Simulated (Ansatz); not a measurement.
A made-up structure of LiInHCl, closed shell:

```xyz
4
angstrom
Li -1.6176 -0.2481 -1.5712
In 0.1560 1.1213 0.3743
Cl -0.1602 -1.8162 -0.5194
H 1.6218 0.9431 1.7162
```

It is relaxed with PBE-D4/def2-SVP and then PBE0-D4/def2-TZVP (Ansatz 0.2.0). Atoms count as bonded within 1.22 times the sum of their covalent radii (H–H: 0.88 Å). The end point is not checked to be a true minimum.

Q: Does its bonding change? (A judgement: the text doesn't fix the answer.)

A: By the calculation: Yes. Formed: In2–Cl3; broken: none.

Where it ends: The first stage lowers the energy by 0.39 eV in 6 steps. It ends as LiInHCl ([Li]1[Cl][InH]1):
Li1  (-1.444, -0.222, -1.403)
In2  (0.139, 1.001, 0.334)
Cl3  (-0.142, -1.622, -0.463)
H4  (1.447, 0.844, 1.532)
(Å)

Labels in which every atom is bracketed show which atoms are joined, not bond orders.

For scale, one of the runs: PBE0-D4/def2-TZVP relaxation, 107 basis functions, launched by `ansatz run in.yaml --threads 2 --pin off --events-out ev --progress --plain --max-ram 4352MiB`. Hardware: 2 CPU threads of an Arm Neoverse V2, shared host. Wall time about 10 s.
